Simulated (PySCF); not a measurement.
BH₂N, SMILES B=N.

The structure is a stationary point at B3LYP-D3(BJ)/def2-TZVPD.

Two levels are set side by side: TDA-PBE/def2-TZVPD (PySCF) and TDA-LC-ωPBE/def2-TZVPD (PySCF). Vertical, same geometry. The lowest singlet is HOMO−1→LUMO+1 50 %, HOMO→LUMO 50 % with PBE and HOMO−1→LUMO+3 43 %, HOMO→LUMO+2 43 % with the other functional; states are paired by order. Differences are taken from unrounded values.

```tsv
quantity	TDA-LC-ωPBE
lowest singlet excitation (eV)	7.20
lowest triplet excitation (TDA) (eV)	6.02
first bright state (f over 0.05) (eV)	8.28
its oscillator strength	0.10
```

**Question.** What does TDA-PBE give, and how far is it from TDA-LC-ωPBE? (An estimate is asked for; the answer gives what the named calculation found.)

**Answer.** 
| quantity | TDA-PBE | TDA-PBE minus TDA-LC-ωPBE |
|---|---|---|
| lowest singlet excitation (eV) | 6.93 | -0.27 |
| lowest triplet excitation (TDA) (eV) | 5.82 | -0.20 |
| first bright state (f over 0.05) (eV) | 7.27 | -1.01 |
| its oscillator strength | 0.08 | -0.02 |

Functionals without exact exchange tend to place singlet excitations lower, as here. Differences between two approximate levels are no errors against the true value.

Rough cost on one machine, each run with all the roots and properties that it gave: TDA-LC-ωPBE against TDA-PBE within a factor of 2.
